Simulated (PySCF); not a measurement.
Computed with PBE-D3(BJ)/def2-TZVP // r2SCAN-D4/def2-SVP in PySCF. Gas-phase values, no solvent. One relaxed conformer stands for a flexible species; it need not be the lowest. 

Reference species: [Co(H2O)6]3+ (near-degenerate singlet) (charge +3, multiplicity 1).

```json
{
  "charge on the central atom (Mulliken)": "0.27 e",
  "mean_distance_from_the_central_atom_to_its_bonded_neighbours": "1.923 Å",
  "charge on the central atom (meta-Löwdin)": "1.24 e",
  "coordination_number": "6"
}
```

Changed species: [Co(H2O)4(NH3)2]3+ (lower singlet) (2 of 6 H2O replaced by NH3, multiplicity 1; the reference has 0 of 6 H2O replaced by NH3, multiplicity 1).

Question: What does the change do to the charge on the central atom (Mulliken), mean distance from the central atom to its bonded neighbours, charge on the central atom (meta-Löwdin) and coordination number?

Answer: the charge on the central atom (Mulliken) decreases by 0.09 e, to 0.18 e; the mean distance from the central atom to its bonded neighbours rises by 0.025 Å, to 1.948 Å; the charge on the central atom (meta-Löwdin) drops by 0.11 e, to 1.13 e; the coordination number stays essentially unchanged.
